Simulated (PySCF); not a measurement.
PySCF input file for C2H3ClN2Si, SMILES Cl[SiH]1N=CC=N1, TDA-ωB97X/def2-SVPD. Geometry optimised at PBE0-D3(BJ)/def2-SVP. This is a generated structure with no PubChem entry under its InChIKey; it may be hypothetical.

```python
import numpy as np
from pyscf import gto, scf, dft, tdscf

mol = gto.M(
    atom='''
    Cl    2.02243350   -0.40066506    0.00000000
    Si    0.25485505    0.62988826   -0.00000000
    N    -0.79649527    0.11624022    1.34654862
    C    -1.82721608   -0.35262560    0.76380197
    C    -1.82721608   -0.35262560   -0.76380196
    N    -0.79649526    0.11624021   -1.34654863
    H     0.51738598    2.08625285   -0.00000001
    H    -2.69459976   -0.74461920    1.32244715
    H    -2.69459976   -0.74461922   -1.32244713
    ''',
    basis='def2-SVPD',
    charge=0,
    spin=0,
    symmetry=True,
    max_memory=1600,
    verbose=4,
)
mf = dft.RKS(mol, xc='wb97x').density_fit(auxbasis='def2-universal-jkfit')
mf.grids.level = 3
mf.conv_tol = 1e-9
mf.max_cycle = 100
mf.kernel()
mf.grids = dft.Grids(mol).set(level=1).build(with_non0tab=True)  # coarser grid for the response kernel
td = tdscf.TDA(mf)
td.singlet = True
td.nstates = 10
td.conv_tol = 1e-4
td.positive_eig_threshold = 1e-6
td.kernel(x0=td.get_init_guess(mf, 15))
td.analyze()
tt = tdscf.TDA(mf)
tt.singlet = False
tt.nstates = 4
tt.conv_tol = 1e-4
tt.positive_eig_threshold = 1e-6
tt.kernel(x0=tt.get_init_guess(mf, 9))
tt.analyze(verbose=3)
```

It prints:

```
PySCF version 2.14.0

[INPUT] verbose = 4
[INPUT] num. atoms = 9
[INPUT] num. electrons = 60
[INPUT] charge = 0
[INPUT] spin (= nelec alpha-beta = 2S) = 0
[INPUT] symmetry True subgroup None
[INPUT] Mole.unit = angstrom
[INPUT] Symbol           X                Y                Z      unit          X                Y                Z       unit  Magmom
[INPUT]  1 Cl     2.022433500000  -0.400665060000   0.000000000000 AA    3.821845420146  -0.757147231082   0.000000000000 Bohr   0.0
[INPUT]  2 Si     0.254855050000   0.629888260000   0.000000000000 AA    0.481606245962   1.190316300479   0.000000000000 Bohr   0.0
[INPUT]  3 N     -0.796495270000   0.116240220000   1.346548620000 AA   -1.505157919812   0.219662180459   2.544608105211 Bohr   0.0
[INPUT]  4 C     -1.827216080000  -0.352625600000   0.763801970000 AA   -3.452937961601  -0.666365808510   1.443376536703 Bohr   0.0
[INPUT]  5 C     -1.827216080000  -0.352625600000  -0.763801960000 AA   -3.452937961601  -0.666365808510  -1.443376517806 Bohr   0.0
[INPUT]  6 N     -0.796495260000   0.116240210000  -1.346548630000 AA   -1.505157900914   0.219662161562  -2.544608124108 Bohr   0.0
[INPUT]  7 H      0.517385980000   2.086252850000  -0.000000010000 AA    0.977717802890   3.942446513093  -0.000000018897 Bohr   0.0
[INPUT]  8 H     -2.694599760000  -0.744619200000   1.322447150000 AA   -5.092055561719  -1.407126355093   2.499062927712 Bohr   0.0
[INPUT]  9 H     -2.694599760000  -0.744619220000  -1.322447130000 AA   -5.092055561719  -1.407126392887  -2.499062889917 Bohr   0.0

nuclear repulsion = 334.42228891394
point group symmetry = Cs
symmetry origin: [-3.14954196e-10 -4.40936097e-09 -4.44089210e-17]
symmetry axis x: [ 1.00000000e+00 -7.29509578e-10 -2.10794703e-09]
symmetry axis y: [-7.29509573e-10 -1.00000000e+00  2.72076074e-09]
symmetry axis z: [-2.10794703e-09 -2.72076098e-09 -1.00000000e+00]
num. orbitals of irrep A' = 90
num. orbitals of irrep A" = 65
number of shells = 65
number of NR pGTOs = 237
number of NR cGTOs = 155
basis = def2-SVPD
ecp = {}


[settings echo left out]
init E= -937.700166190219
HOMO (A') = -0.281041010649122  LUMO (A') = -0.118293855079849  gap/eV = 4.42858
cycle= 1 E= -936.735831312248  delta_E= 0.964  |g|= 0.62  |ddm|= 4.67
HOMO (A") = -0.348025809047759  LUMO (A') = -0.0505074640432066  gap/eV = 8.09589
cycle= 2 E= -936.728801789666  delta_E= 0.00703  |g|= 0.729  |ddm|=  2.1
HOMO (A') = -0.392860880081665  LUMO (A') = -0.0316985906421241  gap/eV = 9.82773
cycle= 3 E= -936.839344333885  delta_E= -0.111  |g|= 0.0711  |ddm|= 1.08
HOMO (A') = -0.386052067160211  LUMO (A') = -0.0222002098448777  gap/eV = 9.90091
cycle= 4 E= -936.840777069961  delta_E= -0.00143  |g|= 0.0333  |ddm|= 0.172
HOMO (A') = -0.388150150466225  LUMO (A') = -0.0218953732829688  gap/eV = 9.96630
cycle= 5 E= -936.84111573356  delta_E= -0.000339  |g|= 0.00413  |ddm|= 0.0843
HOMO (A') = -0.388280926966449  LUMO (A') = -0.0218835538214019  gap/eV = 9.97018
cycle= 6 E= -936.841128821141  delta_E= -1.31e-05  |g|= 0.00136  |ddm|= 0.0296
HOMO (A') = -0.388368839931378  LUMO (A') = -0.0219217679547095  gap/eV = 9.97153
cycle= 7 E= -936.841129933537  delta_E= -1.11e-06  |g|= 0.000455  |ddm|= 0.00878
HOMO (A') = -0.388372201443067  LUMO (A') = -0.0218994282009599  gap/eV = 9.97223
cycle= 8 E= -936.841130042978  delta_E= -1.09e-07  |g|= 0.000114  |ddm|= 0.00264
HOMO (A') = -0.388382353926764  LUMO (A') = -0.0219055359576883  gap/eV = 9.97234
cycle= 9 E= -936.841130059242  delta_E= -1.63e-08  |g|= 5.18e-05  |ddm|= 0.000517
HOMO (A') = -0.388375588959558  LUMO (A') = -0.021899171053068  gap/eV = 9.97233
cycle= 10 E= -936.841130063504  delta_E= -4.26e-09  |g|= 2.62e-05  |ddm|= 0.000222
HOMO (A') = -0.388378380179541  LUMO (A') = -0.0219026941457754  gap/eV = 9.97231
cycle= 11 E= -936.841130064999  delta_E= -1.49e-09  |g|= 7.84e-06  |ddm|= 0.00017
HOMO (A') = -0.388377517457116  LUMO (A') = -0.0219014584996224  gap/eV = 9.97232
cycle= 12 E= -936.841130065083  delta_E= -8.44e-11  |g|= 3.91e-06  |ddm|= 4.66e-05
HOMO (A') = -0.38837759758445  LUMO (A') = -0.0219017834569621  gap/eV = 9.97231
Extra cycle  E= -936.841130065088  delta_E= -4.32e-12  |g|= 3.91e-06  |ddm|= 1.09e-05
converged SCF energy = -936.841130065088
tot grids = 40744
Overwritten attributes  positive_eig_threshold  of <class 'pyscf.tdscf.rks.TDA'>


******** <class 'pyscf.tdscf.rks.TDA'> for <class 'pyscf.df.df_jk.DFSymAdaptedRKS'> ********
nstates = 10 singlet
deg_eia_thresh = 1.000e-03
wfnsym = None
conv_tol = 0.0001
eigh lindep = 1e-12
eigh level_shift = 0
eigh max_cycle = 100


Excitation energies (eV)
[3.84568386 3.97832419 6.09175233 6.85792141 7.0737959  7.48251695
 7.69435595 7.90175555 8.06252571 8.10002896]

** Singlet excitation energies and oscillator strengths **
Excited State   1:   A'      3.84568 eV    322.40 nm  f=0.0007
      29 -> 36        0.10011
      30 -> 31       -0.68407
Excited State   2:   A"      3.97832 eV    311.65 nm  f=0.0000
      29 -> 31       -0.68590
      30 -> 36        0.10384
Excited State   3:   A"      6.09175 eV    203.53 nm  f=0.0317
      26 -> 31        0.11956
      28 -> 31       -0.67086
Excited State   4:   A'      6.85792 eV    180.79 nm  f=0.0019
      24 -> 31       -0.16782
      27 -> 31        0.65558
Excited State   5:   A"      7.07380 eV    175.27 nm  f=0.0142
      23 -> 31       -0.29997
      26 -> 31        0.61058
Excited State   6:   A"      7.48252 eV    165.70 nm  f=0.0024
      29 -> 31       -0.12975
      30 -> 33        0.57556
      30 -> 36       -0.34888
Excited State   7:   A'      7.69436 eV    161.14 nm  f=0.0034
      29 -> 33        0.58360
      29 -> 36       -0.31466
      30 -> 31       -0.11994
Excited State   8:   A'      7.90176 eV    156.91 nm  f=0.1799
      24 -> 31       -0.14660
      25 -> 31       -0.62650
      27 -> 31       -0.11568
      28 -> 33        0.11898
      28 -> 36       -0.11399
      29 -> 36       -0.10341
Excited State   9:   A'      8.06253 eV    153.78 nm  f=0.0231
      29 -> 38       -0.11087
      30 -> 32       -0.63850
      30 -> 34       -0.10718
      30 -> 37       -0.15319
Excited State  10:   A"      8.10003 eV    153.07 nm  f=0.0018
      23 -> 31        0.57176
      26 -> 31        0.26168
      29 -> 32        0.20552

** Transition electric dipole moments (AU) **
state          X           Y           Z        Dip. S.      Osc.
  1         0.0313     -0.0800     -0.0000      0.0074      0.0007
  2        -0.0000     -0.0000     -0.0005      0.0000      0.0000
  3         0.0000      0.0000      0.4606      0.2121      0.0317
  4        -0.0447     -0.0979     -0.0000      0.0116      0.0019
  5         0.0000     -0.0000      0.2861      0.0818      0.0142
  6         0.0000      0.0000     -0.1136      0.0129      0.0024
  7        -0.0201      0.1324     -0.0000      0.0179      0.0034
  8        -0.9101     -0.3178     -0.0000      0.9292      0.1799
  9        -0.1896     -0.2848      0.0000      0.1171      0.0231
 10        -0.0000      0.0000      0.0954      0.0091      0.0018

** Transition velocity dipole moments (imaginary part, AU) **
state          X           Y           Z        Dip. S.      Osc.
  1        -0.0035     -0.0030      0.0000      0.0000      0.0001
  2         0.0000     -0.0000     -0.0016      0.0000      0.0000
  3         0.0000      0.0000     -0.0784      0.0061      0.0183
  4        -0.0028      0.0475     -0.0000      0.0023      0.0060
  5         0.0000     -0.0000      0.0256      0.0007      0.0017
  6         0.0000      0.0000     -0.0358      0.0013      0.0031
  7         0.0009     -0.0259     -0.0000      0.0007      0.0016
  8        -0.1255     -0.0187     -0.0000      0.0161      0.0370
  9        -0.0646     -0.0733     -0.0000      0.0095      0.0215
 10        -0.0000      0.0000      0.0258      0.0007      0.0015

** Transition magnetic dipole moments (imaginary part, AU) **
state          X           Y           Z
  1         0.0000      0.0000     -0.1911
  2         0.9068      0.3441     -0.0000
  3         0.4461     -1.2336      0.0000
  4         0.0000      0.0000     -0.0034
  5         0.5296      0.1116     -0.0000
  6        -0.8319     -0.5766     -0.0000
  7        -0.0000     -0.0000      0.2411
  8        -0.0000      0.0000      0.1890
  9        -0.0000      0.0000      0.3600
 10         0.0147      0.1751      0.0000


******** <class 'pyscf.tdscf.rks.TDA'> for <class 'pyscf.df.df_jk.DFSymAdaptedRKS'> ********
nstates = 4 triplet
deg_eia_thresh = 1.000e-03
wfnsym = None
conv_tol = 0.0001
eigh lindep = 1e-12
eigh level_shift = 0
eigh max_cycle = 100


Excitation energies (eV)
[3.25168482 3.40824925 3.82097788 5.43009352]

** Triplet excitation energies and oscillator strengths **
Excited State   1:   A'      3.25168 eV    381.29 nm  f=0.0000
Excited State   2:   A"      3.40825 eV    363.78 nm  f=0.0000
Excited State   3:   A"      3.82098 eV    324.48 nm  f=0.0000
Excited State   4:   A'      5.43009 eV    228.33 nm  f=0.0000
```

Self-consistency was reached.

Cost: very roughly 4 core-minutes.
